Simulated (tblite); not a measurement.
Species: C7H14.
Cartesian coordinates in Å at the GFN2-xTB level; atoms count from 1:
```xyz
21
C7H14 angstrom
C     -3.2377    0.0215   -0.4912
C     -2.0197   -0.5627    0.2140
C     -0.7687    0.2808   -0.0180
C      0.4572   -0.2994    0.6879
C      1.6929    0.5272    0.4221
C      2.4756    0.3115   -0.8374
C      3.0515   -0.1022    0.4833
H     -3.0644    0.0807   -1.5635
H     -3.4478    1.0237   -0.1241
H     -4.1150   -0.5978   -0.3194
H     -1.8433   -1.5774   -0.1508
H     -2.2170   -0.6284    1.2867
H     -0.9449    1.2969    0.3434
H     -0.5654    0.3425   -1.0897
H      0.2693   -0.3403    1.7647
H      0.6235   -1.3214    0.3397
H      1.6128    1.5490    0.7748
H      2.9007    1.1667   -1.3403
H      2.1479   -0.4662   -1.5105
H      3.1127   -1.1580    0.7009
H      3.8710    0.4703    0.8910
```

Method: GFN2-xTB as coded in tblite; computed harmonic values from a numerical Hessian at the method's own geometry, unscaled. The method is semi-empirical: single wavenumbers can be off by several per cent or more. One conformer, not necessarily the lowest.

Harmonic wavenumbers (cm⁻¹): 59.5, 77.7, 120.7, 133.6, 229.9, 286.4, 319.5, 417.3, 457.8, 773.2, 799.2, 819.6, 853.5, 880.8, 930.4, 940.3, 986.9, 1007.3, 1063.5, 1071.3, 1072.5, 1096.9, 1106.3, 1111.0, 1131.9, 1157.9, 1189.9, 1224.8, 1250.2, 1268.2, 1277.3, 1284.8, 1332.3, 1371.4, 1402.6, 1416.3, 1442.9, 1489.7, 1496.4, 1498.9, 1500.8, 1504.8, 1508.0, 2950.8, 2959.0, 2970.7, 2975.9, 2977.6, 2984.8, 3031.3, 3032.8, 3037.6, 3038.5, 3086.8, 3087.3, 3089.0, 3107.0.

A = 8679, B = 988.9, C = 949.0 MHz; mass 98.110 u (most abundant isotopes); point group C1, symmetry number 1.

Task: Zero-point energy?

Result: Half the sum of the wavenumbers: 42347 cm⁻¹ = 121.08 kcal/mol.

Task: Give the ideal-gas entropy at 298.15 K and 1 bar in the rigid-rotor, harmonic-oscillator model (classical rotation).

Result: Translation 39.69, rotation 28.07, vibration 23.01: S = 90.8 cal/(mol K).

Task: And Cp and H(298.15 K) − H(0)?

Result: Cp = 32.67 cal/(mol K), of which vibrations give 24.72 (their classical limit is 57 R = 113.3); H(298.15 K) − H(0) = 5.97 kcal/mol without the zero-point energy, 3.60 from vibrations.

Task: Which modes carry the vibrational entropy at 298.15 K?

Result: 59.5 cm⁻¹: 4.47; 77.7 cm⁻¹: 3.95; 120.7 cm⁻¹: 3.09; 133.6 cm⁻¹: 2.89; 229.9 cm⁻¹: 1.88; 286.4 cm⁻¹: 1.50 cal/(mol K); the other 51 give 5.24 together.

Task: Blend soft modes into free rotors: weight 1/[1 + (100 cm⁻¹/ν̃)⁴] for the oscillator and the rest for a rotor with moment μB/(μ + B), μ = h/(8π²ν), B = 10⁻⁴⁴ kg m². What vibrational entropy results?

Result: 21.22 cal/(mol K) in place of 23.01, which changes −T·S at 298.15 K by +0.53 kcal/mol.

Task: What must be added to the electronic energy to get the Gibbs energy at 298.15 K and 1 bar?

Result: ZPE + [H(298.15 K) − H(0)] − T·S = 121.08 + 5.97 − 27.06 = 99.99 kcal/mol.

Hindered rotation and anharmonicity are outside this model. Other conformers, if any are populated, would add a mixing term that is left out. The structure is chiral; the term R ln 2 for an equal mix with its mirror image is left out.

The run took 0.83 s of wall time on one thread, Intel Xeon Platinum 8375C at 2.90 GHz (x86_64), shared host with 128 logical CPUs at a one-minute load of 73. This covers the Hessian and the dipole derivatives.
